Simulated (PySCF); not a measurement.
# Ar³⁺ (argon, charge +3): UHF calculation

Configuration: [Ne] 3s2 3p3, high-spin 4S determinant. Computed with PySCF 2.14 in dyall-acv3z, with no relativity, point nucleus.

```
Total energy                                     : -523.865487 hartree
One-electron energy                              : -698.8447 hartree
Hartree (Coulomb) energy                         : 204.0291 hartree
Exchange energy                                  : -29.0499 hartree
Kinetic energy                                   : 523.86531 hartree
⟨S²⟩                                             : 3.7508
⟨L²⟩                                             : 0.000
Sum of ⟨r⟩                                       : 10.04 bohr
Sum of ⟨r²⟩                                      : 12.11 bohr²
Density at the nucleus (Gaussians lack the cusp) : 3830 bohr⁻³
Spin density at the nucleus                      : 0.222 bohr⁻³
Langevin diamagnetic susceptibility              : -9.59 ×10⁻⁶ cm³/mol
```

```
shell  electrons  mean orbital energy (eV)  rms radius, mean of both spins (bohr)
 1s α          1                   -3277.6                                 0.0998
 1s β          1                   -3276.1                                 0.0998
 2s α          1                   -383.79                                  0.447
 2s β          1                   -382.43                                  0.447
 2p α          3                   -309.41                                  0.417
 2p β          3                   -306.86                                  0.417
 3s α          1                   -79.849                                   1.40
 3s β          1                   -67.431                                   1.40
 3p α          3                   -59.220                                   1.50
```

Spin-orbit constants ζ (cm⁻¹) from the X2C one-electron operator on these orbitals (non-relativistic here): bare nucleus, nucleus screened by l(l+1)(2l+1)/3 electrons, and screened by the Breit-Pauli mean field of the electrons.

```
shell   bare  screened nucleus  mean field
   2p  12980             11540       10880
   3p   1328              1180        1102
```
